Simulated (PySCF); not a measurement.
# Electronic absorption of C2H12Si4

Species: C2H12Si4.
SMILES: `C[Si@@H]1[SiH2]C[Si@@H]1[SiH3]`

Method: TDDFT wB97X-D/def2-SVPD, vertical, gas phase, core orbitals frozen in the response (PySCF 2.14.0, density-fitted response routines). Isolated species at its GFN2-xTB geometry, gas phase.

Predict the UV-vis stick spectrum at this level.

```csv
state,E (eV),λ (nm),f,"main configurations (H = HOMO, L = LUMO)"
S1,5.29,234.4,0.056,"H→L (82%), H→L+1 (11%)"
S2,5.70,217.4,0.073,"H→L+1 (79%), H→L (11%)"
S3,5.83,212.8,0.024,"H-1→L (81%), H-1→L+1 (13%)"
S4,6.21,199.7,0.0033,"H-2→L (70%), H-2→L+1 (11%)"
S5,6.35,195.2,0.0016,"H-1→L+1 (74%), H-1→L (12%)"
S6,6.66,186.1,0.049,"H-2→L+1 (53%), H-2→L (12%), H-3→L (9%)"
S7,6.74,183.9,0.034,"H→L+2 (46%), H-3→L (24%), H-1→L+2 (9%)"
S8,6.95,178.3,0.239,"H-3→L (31%), H→L+2 (27%), H-3→L+1 (13%)"
```

Triplets (Tamm–Dancoff): T1 4.67 eV, H→L (85%); T2 5.16 eV, H-1→L (54%), H→L+1 (27%); T3 5.23 eV, H→L+1 (57%), H-1→L (21%).

The lowest singlet lies at 5.29 eV (234 nm, ultraviolet) and is of moderate strength; its leading configuration is HOMO→LUMO (82%). The strongest level in the table is S8 at 6.95 eV (178 nm, f = 0.239). It is the last of those listed, so stronger ones may follow. Löwdin shares by element: HOMO silicon 78% (atoms not listed hold the other 22%); LUMO silicon 66% (atoms not listed hold the other 34%). Of the 8 states listed, 6 reach f = 0.01 and none stays under 0.0005. Orbital energies (eV): HOMO-3 -10.45, HOMO-2 -9.91, HOMO-1 -9.49, HOMO -9.00, LUMO 0.65, LUMO+1 1.10, LUMO+2 1.81. The oscillator strengths of these states sum to 0.479; summed over the whole spectrum of an exact calculation they would give the number of electrons, 80 (Thomas–Reiche–Kuhn). Singlets were solved by full linear response, triplets in the Tamm–Dancoff approximation.
